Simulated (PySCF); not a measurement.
OSi, charge -1, doublet, at a GFN2-xTB geometry (a state made from the parent by changing its charge; the spin is typed, not shown lowest) (in this run its highest filled SCF level lies above zero, so its values depend strongly on the basis, on diffuse functions most of all); PySCF with HF/STO-3G.

PySCF was given this input:
```python
from pyscf import gto, scf

mol = gto.M(
    atom='''
Si   -0.00000000   -0.00000000   -0.57598092
O     0.00000000    0.00000000    1.00796661
''',
    basis='sto-3g',
    charge=-1,
    spin=1,
    verbose=4,
)

mf = scf.UHF(mol)
mf.kernel()
```

Problem. Predict the main parts of the log of this PySCF run.

Solution. 
```
PySCF version 2.14.0

[INPUT] verbose = 4
[INPUT] num. atoms = 2
[INPUT] num. electrons = 23
[INPUT] charge = -1
[INPUT] spin (= nelec alpha-beta = 2S) = 1
[INPUT] symmetry False subgroup None
[INPUT] Mole.unit = angstrom
[INPUT] Symbol           X                Y                Z      unit          X                Y                Z       unit  Magmom
[INPUT]  1 Si     0.000000000000   0.000000000000  -0.575980920000 AA    0.000000000000   0.000000000000  -1.088446191775 Bohr   0.0
[INPUT]  2 O      0.000000000000   0.000000000000   1.007966610000 AA    0.000000000000   0.000000000000   1.904780835606 Bohr   0.0

nuclear repulsion = 37.417809934045
number of shells = 8
number of NR pGTOs = 42
number of NR cGTOs = 14
basis = sto-3g
ecp = {}

******** <class 'pyscf.scf.uhf.UHF'> ********
method = UHF
initial guess = minao
damping factor = 0
level_shift factor = 0
DIIS = <class 'pyscf.scf.diis.CDIIS'>
diis_start_cycle = 1
diis_space = 8
diis_damp = 0
SCF conv_tol = 1e-09
SCF conv_tol_grad = None
SCF max_cycles = 50
direct_scf = True
direct_scf_tol = 1e-13
number electrons alpha = 12  beta = 11
Set gradient conv threshold to 3.16228e-05
init E= -358.94789202791

cycle= 1 E= -358.929639282454  delta_E= 0.0183  |g|= 0.41  |ddm|= 1.63
cycle= 2 E= -358.913708756498  delta_E= 0.0159  |g|= 0.547  |ddm|= 1.36
cycle= 3 E= -359.110100923095  delta_E= -0.196  |g|= 0.0197  |ddm|= 0.634
cycle= 4 E= -359.110573944305  delta_E= -0.000473  |g|= 0.00701  |ddm|= 0.042
cycle= 5 E= -359.110718577523  delta_E= -0.000145  |g|= 0.00635  |ddm|= 0.0185
cycle= 6 E= -359.110855354669  delta_E= -0.000137  |g|= 0.00652  |ddm|= 0.017
cycle= 7 E= -359.110404005609  delta_E= 0.000451  |g|= 0.00553  |ddm|= 0.0619
cycle= 8 E= -359.110005852461  delta_E= 0.000398  |g|= 0.0048  |ddm|= 0.0939
cycle= 9 E= -359.109991178257  delta_E= 1.47e-05  |g|= 0.00348  |ddm|= 0.0729
cycle= 10 E= -359.110074305697  delta_E= -8.31e-05  |g|= 0.000862  |ddm|= 0.0512
cycle= 11 E= -359.110076601283  delta_E= -2.3e-06  |g|= 0.000331  |ddm|= 0.00999
cycle= 12 E= -359.110076920834  delta_E= -3.2e-07  |g|= 0.000103  |ddm|= 0.00437
cycle= 13 E= -359.110076903662  delta_E= 1.72e-08  |g|= 0.000188  |ddm|= 0.00182
cycle= 14 E= -359.110076949338  delta_E= -4.57e-08  |g|= 3.13e-05  |ddm|= 0.00182
cycle= 15 E= -359.110076933484  delta_E= 1.59e-08  |g|= 2.97e-05  |ddm|= 0.00108
cycle= 16 E= -359.11007693475  delta_E= -1.27e-09  |g|= 3.55e-06  |ddm|= 0.000136
cycle= 17 E= -359.110076934726  delta_E= 2.42e-11  |g|= 6.06e-08  |ddm|= 4.66e-05
Extra cycle  E= -359.110076934726  delta_E= 1.14e-13  |g|= 4.54e-08  |ddm|= 1.48e-07
converged SCF energy = -359.110076934726  <S^2> = 0.77135446  2S+1 = 2.0212417
```
